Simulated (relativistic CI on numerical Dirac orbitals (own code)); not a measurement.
**Level scheme of Tb⁴⁺**

These numbers are calculated, not measured: Dirac-Coulomb-Breit CI, orbitals from a KLI potential per configuration, model QED (radiative potential, 1s self-energy scaled to tabulated hydrogen-like ionisation energies), valence Slater integrals scaled by 0.85 (own radial code, finite nucleus).

Configurations in the expansion (outside the closed core [Xe]): 4f⁷.

The lowest level is 4f⁷ ⁸S°7/2, with 97 % of that term; Hund's rules for 4f⁷ give ⁸S° with J = 7/2, in agreement.

| No. | Configuration | Term | J | E (cm⁻¹) | % | Next component (%) |
| --- | --- | --- | --- | --- | --- | --- |
| 1 | 4f⁷ | ⁸S° | 7/2 | 0.0 | 97 | 3 ⁶P° |
| 2 | 4f⁷ | ⁶P° | 7/2 | 34739.1 | 72 | 14 ⁶D° |
| 3 | 4f⁷ | ⁶P° | 5/2 | 35533.2 | 81 | 15 ⁶D° |
| 4 | 4f⁷ | ⁶P° | 3/2 | 36272.0 | 89 | 9 ⁶D° |
| 5 | 4f⁷ | ⁶I° | 7/2 | 38075.9 | 91 | 8 ⁴H° |
| 6 | 4f⁷ | ⁶I° | 17/2 | 38534.3 | 95 | 5 ⁴K° |
| 7 | 4f⁷ | ⁶I° | 9/2 | 38543.4 | 93 | 6 ⁴H° |
| 8 | 4f⁷ | ⁶I° | 11/2 | 38906.7 | 95 | 3 ⁴H° |
| 9 | 4f⁷ | ⁶I° | 15/2 | 39027.8 | 97 | 3 ⁴K° |
| 10 | 4f⁷ | ⁶I° | 13/2 | 39095.3 | 96 | 1 ⁴H° |
| 11 | 4f⁷ | ⁶D° | 9/2 | 43377.9 | 91 | 4 ⁴F° |
| 12 | 4f⁷ | ⁶D° | 1/2 | 44625.3 | 98 | 1 ⁴P° |
| 13 | 4f⁷ | ⁶D° | 7/2 | 44698.4 | 77 | 13 ⁶P° |
| 14 | 4f⁷ | ⁶D° | 3/2 | 44946.0 | 88 | 9 ⁶P° |
| 15 | 4f⁷ | ⁶D° | 5/2 | 45108.0 | 78 | 15 ⁶P° |
| 16 | 4f⁷ | ⁴D° | 7/2 | 53827.7 | 17 | 15 ⁶G° |
| 17 | 4f⁷ | ⁶G° | 5/2 | 55171.2 | 32 | 22 ⁴D° |
| 18 | 4f⁷ | ⁶G° | 9/2 | 55840.7 | 51 | 24 ⁶F° |
| 19 | 4f⁷ | ⁶G° | 11/2 | 55881.9 | 49 | 36 ⁶F° |
| 20 | 4f⁷ | ⁶G° | 3/2 | 56458.5 | 40 | 24 ⁴D° |
| 21 | 4f⁷ | ⁶G° | 7/2 | 57640.6 | 45 | 22 ⁶F° |
| 22 | 4f⁷ | ⁴N° | 17/2 | 57923.8 | 70 | 13 ²M° |
| 23 | 4f⁷ | ⁶G° | 13/2 | 58062.4 | 80 | 14 ⁴H° |
| 24 | 4f⁷ | ⁴D° | 1/2 | 58418.4 | 51 | 48 ⁶F° |
| 25 | 4f⁷ | ⁴N° | 23/2 | 59190.6 | 93 | 6 ²O° |
| 26 | 4f⁷ | ⁴N° | 19/2 | 59271.2 | 87 | 6 ²M° |
| 27 | 4f⁷ | ⁴H° | 9/2 | 59293.6 | 31 | 23 ⁴G° |
| 28 | 4f⁷ | ⁴N° | 21/2 | 59791.8 | 96 | 2 ²O° |
| 29 | 4f⁷ | ⁴D° | 5/2 | 59874.1 | 38 | 37 ⁶G° |
| 30 | 4f⁷ | ⁶G° | 3/2 | 60243.7 | 47 | 36 ⁴D° |

Energies count from the lowest computed level; ° marks odd parity.

The mean weight of the leading LS term, summed over parents, in these 30 levels is 72 %, and that of the leading jj configuration (from the same eigenvectors) 44 %, so LS coupling describes them better.

One configuration and one scale for all Slater integrals: terms of lower spin can come out thousands of cm⁻¹ low, and their order can be wrong.

LS names give the leading component of a level, which can be under half, so a name can repeat, a term be missing and a line seem to break the LS rules.
